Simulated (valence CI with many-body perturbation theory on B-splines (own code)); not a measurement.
Results of a calculation; reference values are marked as such.
**Run record, Cu⁷⁺**

Method: valence CI with perturbative core correlation (CI+MBPT): four valence electrons over a frozen Dirac-Fock core [Ar], a basis of 6 s, 6 p, 5 d, 5 f, 1 g functions for each j, with the one-electron correlation potential Σ1 (screened to all orders), the two-electron term Σ2, the three-electron term Σ3, Breit, model QED; selected single and double excitations, second order for the rest, scaled by the run's own slope (own B-spline code, finite nucleus).

Command, and the settings that its task file holds:

```sh
python run_cv.py task.json out
```

```
atom Cu  Z=29  mass_number=63  rms_radius_fm=3.8823
core [Ar]
valence 3d4
avg = 1
basis = S
breit = 1
cap = 10000
capref = 1200
cscale = 1
de = 0.0
dress = 0
eps = 2e-08
extrap = 1
h = 0.27
hh = 1
l2 = 3
lcore = 6
maxit = 60
n2 = 5
natural = 1
nlev = 20
nno = [3, 3, 3, 3, 1]
nroot = 26
nsp = [3, 3, 2, 2, 0]
pt2 = 1
qed = 1
rmax = 2.84
rpa = 1
s1 = 1
s2 = 1
s3 = 1
screen = 1
tol = 2e-05
whole = 1
```

It took 40 s on 1 thread of Intel(R) Xeon(R) Platinum 8175M CPU @ 2.50GHz (Skylake/Cascade Lake) (shared host).

Log. The first blocks belong to the next ion, which gives the ionisation energy. Fields: 2J, parity (1 odd), roots, reference size, generating configurations, candidates as configurations/state functions, variational space P, stored matrix elements, Davidson steps; e2 is the range of second-order energies in hartree. The first line gives the box (bohr), its intervals, the orbitals and the steps of their self-consistent field. Window is the range of levels sought, series limit the energy at which the first omitted orbital would enter, core excitation an estimate of the first excitation out of the core, left out the lowest levels not solved, and shifts from estimates the range by which levels moved from their first estimate, all in cm⁻¹.

```
rmax 2.8 intervals 58 orbitals 40 references ['3d4', '3d3 4s', '3d3 4p'] scf 6 t 1.9
2J=3 par=0 roots 2 ref 44 generators 7 cand 338/941 P 364/985 nnz 0 it 0
2J=3 par=0 roots 2 ref 44 generators 14 cand 460/1120 P 824/2105 nnz 0 it 6
   second order: generators 20 cand 2044/4709 e2 -0.00001 -0.00001
2J=5 par=0 roots 2 ref 46 generators 7 cand 273/936 P 298/982 nnz 0 it 0
2J=5 par=0 roots 2 ref 46 generators 13 cand 448/1327 P 746/2309 nnz 0 it 6
   second order: generators 17 cand 2146/5649 e2 -0.00001 -0.00001
2J=7 par=0 roots 2 ref 34 generators 5 cand 305/953 P 325/987 nnz 0 it 0
2J=7 par=0 roots 2 ref 34 generators 10 cand 574/1615 P 899/2602 nnz 1.4e+06 it 6
   second order: generators 16 cand 2391/6544 e2 -0.00001 -0.00001
reference levels 72, estimated 25, window 52420 1/cm; series limit 505614, core excitation 525672
2J=0 par=0 roots 3 ref 7 generators 4 cand 172/270 P 1068/1928 nnz 0 it 3
2J=0 par=0 roots 3 ref 7 generators 7 cand 855/2315 P 1923/4243 nnz 1.8e+06 it 5
   second order: generators 29 cand 10633/23967 e2 -0.00006 -0.00002
2J=2 par=0 roots 3 ref 11 generators 3 cand 225/975 P 738/3459 nnz 2.7e+06 it 5
2J=2 par=0 roots 3 ref 11 generators 3 cand 413/1756 P 1151/5215 nnz 6e+06 it 5
   second order: generators 23 cand 11591/73284 e2 -0.00012 -0.00007
2J=4 par=0 roots 5 ref 18 generators 4 cand 138/958 P 480/3417 nnz 2.8e+06 it 5
2J=4 par=0 roots 5 ref 18 generators 5 cand 714/4092 P 1194/7509 nnz 1.2e+07 it 10
   second order: generators 28 cand 9794/93728 e2 -0.00015 -0.00007
2J=6 par=0 roots 5 ref 14 generators 3 cand 103/871 P 407/3251 nnz 2.7e+06 it 5
2J=6 par=0 roots 5 ref 14 generators 3 cand 719/4612 P 1126/7863 nnz 1.4e+07 it 8
   second order: generators 23 cand 9640/103070 e2 -0.00015 -0.00007
2J=8 par=0 roots 5 ref 13 generators 4 cand 160/990 P 483/3466 nnz 3e+06 it 6
2J=8 par=0 roots 5 ref 13 generators 4 cand 651/3858 P 1134/7324 nnz 1.2e+07 it 9
   second order: generators 27 cand 10209/104085 e2 -0.00011 -0.00007
2J=10 par=0 roots 2 ref 6 generators 2 cand 181/855 P 576/3289 nnz 2.8e+06 it 4
2J=10 par=0 roots 2 ref 6 generators 3 cand 484/2658 P 1060/5947 nnz 7.7e+06 it 5
   second order: generators 20 cand 8237/76776 e2 -0.00008 -0.00006
2J=12 par=0 roots 2 ref 3 generators 2 cand 230/967 P 794/3464 nnz 3e+06 it 4
2J=12 par=0 roots 2 ref 3 generators 2 cand 104/426 P 898/3890 nnz 3.8e+06 it 5
   second order: generators 13 cand 5454/40016 e2 -0.00008 -0.00007
left out: unestimated 88542, estimated none, shifts from estimates -34 to 0
operators 2.0
```

The Davidson iterations converged. The settings are bad on purpose, so the numbers may not be properties of the ion.

No measured levels were compared; by estimate terms of the open shell hold to 2 to 4 % of their energy, and close levels can change places; different configurations can be misplaced against each other by 1,000 to 8,000 cm⁻¹. Only levels of the ground parity were solved; by the run's estimate the other parity begins above the list, which can be wrong where configurations are misplaced.

| Property | Result |
| --- | --- |
| Valence energy | -31.69117 hartree |
| Ionisation energy | 166.18 eV (NIST: 166 ± 2.1 eV (theoretical)) |
| Reference configurations for the orbitals | 3d4, 3d3 4s, 3d3 4p |
| Radial orbitals | 40 |
| Box radius | 2.84 bohr |
| Largest variational space | 7863 |
| Lowest levels | 3d4 5D_0 0.0000, 3d4 5D_1 0.0462, 3d4 5D_2 0.1317, 3d4 5D_3 0.2475, 3d4 5D_4 0.3863, 3d4 3P_0 4.169, 3d4 3H_4 4.202, 3d4 3H_5 4.303, 3d4 3H_6 4.397, 3d4 3P_1 4.454, 3d4 3F_3 4.709, 3d4 3F_2 4.716, 3d4 3F_4 4.752, 3d4 3P_2 4.883 eV |
